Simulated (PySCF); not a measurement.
NO2 (SMILES [O]N=O), doublet (typed; the unrestricted solution is spin-contaminated), geometry from GFN2-xTB, with bond 3-2 at 1.6 times its length; B3LYP/6-311G** (PySCF).

PySCF was given this input:
```python
from pyscf import gto, scf, dft

mol = gto.M(
    atom='''
O     1.09987865   -0.14484153    0.00060239
N     0.00419222    0.29484101    0.01046273
O    -1.76819028   -0.35793557   -0.02188929
''',
    basis='6-311g**',
    spin=1,
    verbose=4,
)

mf = dft.UKS(mol)
mf.xc = 'b3lyp'
mf.level_shift = 1.0
mf.max_cycle = 100
mf.kernel()
```

Output, abridged:

```
PySCF version 2.14.0

[INPUT] verbose = 4
[INPUT] num. atoms = 3
[INPUT] num. electrons = 23
[INPUT] charge = 0
[INPUT] spin (= nelec alpha-beta = 2S) = 1
[INPUT] symmetry False subgroup None
[INPUT] Mole.unit = angstrom
[INPUT] Symbol           X                Y                Z      unit          X                Y                Z       unit  Magmom
[...]
nuclear repulsion = 52.5623754798465
number of shells = 24
number of NR pGTOs = 93
number of NR cGTOs = 54
basis = 6-311g**
ecp = {}

******** <class 'pyscf.dft.uks.UKS'> ********
method = UKS
initial guess = minao
damping factor = 0
level_shift factor = 1.0
DIIS = <class 'pyscf.scf.diis.CDIIS'>
diis_start_cycle = 1
diis_space = 8
diis_damp = 0
SCF conv_tol = 1e-09
SCF conv_tol_grad = None
SCF max_cycles = 100
direct_scf = True
direct_scf_tol = 1e-13
number electrons alpha = 12  beta = 11
XC library pyscf.dft.libxc version 7.1.2
    S. Lehtola, C. Steigemann, M. J. T. Oliveira, and M. A. L. Marques,  SoftwareX 7, 1–5 (2018)
XC functionals = b3lyp
    P. J. Stephens, F. J. Devlin, C. F. Chabalowski, and M. J. Frisch,  J. Phys. Chem. 98, 11623 (1994)
radial grids:
    Treutler-Ahlrichs [JCP 102, 346 (1995); DOI:10.1063/1.469408] (M4) radial grids

becke partition: Becke, JCP 88, 2547 (1988); DOI:10.1063/1.454033
pruning grids: <function nwchem_prune>
grids dens level: 3
symmetrized grids: False
atomic radii adjust function: <function treutler_atomic_radii_adjust>
small_rho_cutoff = 0
Set gradient conv threshold to 3.16228e-05
tot grids = 42072
init E= -205.070912437401

cycle= 1 E= -204.296804531323  delta_E= 0.774  |g|= 1.14  |ddm|= 1.11
cycle= 2 E= -204.782534913482  delta_E= -0.486  |g|= 0.839  |ddm|= 0.948
cycle= 3 E= -204.858424597256  delta_E= -0.0759  |g|= 0.63  |ddm|= 0.243
cycle= 4 E= -204.928566608125  delta_E= -0.0701  |g|= 0.436  |ddm|= 0.146
cycle= 5 E= -204.975544553857  delta_E= -0.047  |g|= 0.265  |ddm|= 0.121
cycle= 6 E= -204.998759615232  delta_E= -0.0232  |g|= 0.137  |ddm|= 0.0797
cycle= 7 E= -205.005955374223  delta_E= -0.0072  |g|= 0.0905  |ddm|= 0.0458
cycle= 8 E= -205.009898644308  delta_E= -0.00394  |g|= 0.0619  |ddm|= 0.035
cycle= 9 E= -205.012088222387  delta_E= -0.00219  |g|= 0.0523  |ddm|= 0.0299
cycle= 10 E= -205.013733325737  delta_E= -0.00165  |g|= 0.0447  |ddm|= 0.0258
cycle= 11 E= -205.015218974522  delta_E= -0.00149  |g|= 0.0378  |ddm|= 0.0267
cycle= 12 E= -205.01638506757  delta_E= -0.00117  |g|= 0.0316  |ddm|= 0.0231
cycle= 13 E= -205.017524747228  delta_E= -0.00114  |g|= 0.0273  |ddm|= 0.0259
cycle= 14 E= -205.018488395705  delta_E= -0.000964  |g|= 0.0242  |ddm|= 0.0242
cycle= 15 E= -205.019354868195  delta_E= -0.000866  |g|= 0.0215  |ddm|= 0.0234
cycle= 16 E= -205.020068279753  delta_E= -0.000713  |g|= 0.0189  |ddm|= 0.0205
cycle= 17 E= -205.020839594889  delta_E= -0.000771  |g|= 0.0187  |ddm|= 0.0249
cycle= 18 E= -205.021486143853  delta_E= -0.000647  |g|= 0.017  |ddm|= 0.0215
cycle= 19 E= -205.022001853079  delta_E= -0.000516  |g|= 0.015  |ddm|= 0.0178
cycle= 20 E= -205.022437026892  delta_E= -0.000435  |g|= 0.0136  |ddm|= 0.0158
cycle= 21 E= -205.022918743157  delta_E= -0.000482  |g|= 0.0143  |ddm|= 0.0193
cycle= 22 E= -205.023349529741  delta_E= -0.000431  |g|= 0.0139  |ddm|= 0.0178
cycle= 23 E= -205.023746389162  delta_E= -0.000397  |g|= 0.0132  |ddm|= 0.0171
cycle= 24 E= -205.024079308459  delta_E= -0.000333  |g|= 0.0122  |ddm|= 0.0149
cycle= 25 E= -205.02444161654  delta_E= -0.000362  |g|= 0.0135  |ddm|= 0.0183
cycle= 26 E= -205.024728044843  delta_E= -0.000286  |g|= 0.0116  |ddm|= 0.0137
cycle= 27 E= -205.025042626364  delta_E= -0.000315  |g|= 0.0126  |ddm|= 0.0172
cycle= 28 E= -205.025352683612  delta_E= -0.00031  |g|= 0.0135  |ddm|= 0.0178
cycle= 29 E= -205.025618086987  delta_E= -0.000265  |g|= 0.0125  |ddm|= 0.0149
cycle= 30 E= -205.025840796597  delta_E= -0.000223  |g|= 0.0112  |ddm|= 0.0127
cycle= 31 E= -205.026052294349  delta_E= -0.000211  |g|= 0.0115  |ddm|= 0.0135
[...]
cycle= 53 E= -205.029399268615  delta_E= -0.000233  |g|= 0.0134  |ddm|= 0.02
cycle= 54 E= -205.029554606401  delta_E= -0.000155  |g|= 0.0105  |ddm|= 0.0111
cycle= 55 E= -205.029604573353  delta_E= -5e-05  |g|= 0.0083  |ddm|= 0.00602
cycle= 56 E= -205.029797062003  delta_E= -0.000192  |g|= 0.0102  |ddm|= 0.0171
cycle= 57 E= -205.029998102143  delta_E= -0.000201  |g|= 0.0131  |ddm|= 0.0201
cycle= 58 E= -205.030204614175  delta_E= -0.000207  |g|= 0.0139  |ddm|= 0.0203
cycle= 59 E= -205.030366374712  delta_E= -0.000162  |g|= 0.0113  |ddm|= 0.0137
cycle= 60 E= -205.030498645916  delta_E= -0.000132  |g|= 0.011  |ddm|= 0.0133
cycle= 61 E= -205.030616549379  delta_E= -0.000118  |g|= 0.0104  |ddm|= 0.0121
cycle= 62 E= -205.030740110507  delta_E= -0.000124  |g|= 0.011  |ddm|= 0.0151
cycle= 63 E= -205.030838160987  delta_E= -9.81e-05  |g|= 0.00874  |ddm|= 0.00971
cycle= 64 E= -205.030916423764  delta_E= -7.83e-05  |g|= 0.00884  |ddm|= 0.00982
cycle= 65 E= -205.030988237475  delta_E= -7.18e-05  |g|= 0.00949  |ddm|= 0.0102
cycle= 66 E= -205.03105410856  delta_E= -6.59e-05  |g|= 0.0105  |ddm|= 0.0115
cycle= 67 E= -205.031115460492  delta_E= -6.14e-05  |g|= 0.0104  |ddm|= 0.0105
cycle= 68 E= -205.031169977606  delta_E= -5.45e-05  |g|= 0.00969  |ddm|= 0.0092
cycle= 69 E= -205.031221908993  delta_E= -5.19e-05  |g|= 0.0079  |ddm|= 0.00724
cycle= 70 E= -205.031262430908  delta_E= -4.05e-05  |g|= 0.00683  |ddm|= 0.0064
cycle= 71 E= -205.031294323999  delta_E= -3.19e-05  |g|= 0.00588  |ddm|= 0.00523
cycle= 72 E= -205.031321833946  delta_E= -2.75e-05  |g|= 0.00559  |ddm|= 0.00533
cycle= 73 E= -205.031346401446  delta_E= -2.46e-05  |g|= 0.00558  |ddm|= 0.0057
cycle= 74 E= -205.031367889985  delta_E= -2.15e-05  |g|= 0.00534  |ddm|= 0.00523
cycle= 75 E= -205.031387118173  delta_E= -1.92e-05  |g|= 0.0056  |ddm|= 0.00572
cycle= 76 E= -205.031403891201  delta_E= -1.68e-05  |g|= 0.00527  |ddm|= 0.00489
cycle= 77 E= -205.031418042136  delta_E= -1.42e-05  |g|= 0.00503  |ddm|= 0.00471
cycle= 78 E= -205.031430901887  delta_E= -1.29e-05  |g|= 0.00451  |ddm|= 0.00427
cycle= 79 E= -205.031441350054  delta_E= -1.04e-05  |g|= 0.00435  |ddm|= 0.00457
cycle= 80 E= -205.031451349973  delta_E= -1e-05  |g|= 0.00312  |ddm|= 0.00273
cycle= 81 E= -205.031458247097  delta_E= -6.9e-06  |g|= 0.00238  |ddm|= 0.00221
cycle= 82 E= -205.031463215437  delta_E= -4.97e-06  |g|= 0.00198  |ddm|= 0.00187
cycle= 83 E= -205.03146717715  delta_E= -3.96e-06  |g|= 0.00175  |ddm|= 0.00173
cycle= 84 E= -205.031470615104  delta_E= -3.44e-06  |g|= 0.00151  |ddm|= 0.00156
cycle= 85 E= -205.031473282981  delta_E= -2.67e-06  |g|= 0.00125  |ddm|= 0.00129
cycle= 86 E= -205.031475636378  delta_E= -2.35e-06  |g|= 0.00103  |ddm|= 0.00126
cycle= 87 E= -205.031477371211  delta_E= -1.73e-06  |g|= 0.000868  |ddm|= 0.00108
cycle= 88 E= -205.031478639072  delta_E= -1.27e-06  |g|= 0.000749  |ddm|= 0.000873
cycle= 89 E= -205.031479560687  delta_E= -9.22e-07  |g|= 0.000644  |ddm|= 0.000715
cycle= 90 E= -205.0314804812  delta_E= -9.21e-07  |g|= 0.000645  |ddm|= 0.00081
cycle= 91 E= -205.031481268186  delta_E= -7.87e-07  |g|= 0.000612  |ddm|= 0.000764
cycle= 92 E= -205.031481925307  delta_E= -6.57e-07  |g|= 0.000598  |ddm|= 0.000725
cycle= 93 E= -205.031482431532  delta_E= -5.06e-07  |g|= 0.000504  |ddm|= 0.000599
cycle= 94 E= -205.031482835042  delta_E= -4.04e-07  |g|= 0.000472  |ddm|= 0.000557
cycle= 95 E= -205.031483163497  delta_E= -3.28e-07  |g|= 0.000431  |ddm|= 0.000502
cycle= 96 E= -205.031483426216  delta_E= -2.63e-07  |g|= 0.0004  |ddm|= 0.000452
cycle= 97 E= -205.031483636293  delta_E= -2.1e-07  |g|= 0.00035  |ddm|= 0.00039
cycle= 98 E= -205.031483810509  delta_E= -1.74e-07  |g|= 0.000314  |ddm|= 0.000362
cycle= 99 E= -205.031483944425  delta_E= -1.34e-07  |g|= 0.000267  |ddm|= 0.000301
cycle= 100 E= -205.031484054679  delta_E= -1.1e-07  |g|= 0.000246  |ddm|= 0.000279
SCF not converged.
SCF energy = -205.031484054679 after 100 cycles  <S^2> = 1.0593363  2S+1 = 2.2885247
```

Convergence was not reached.
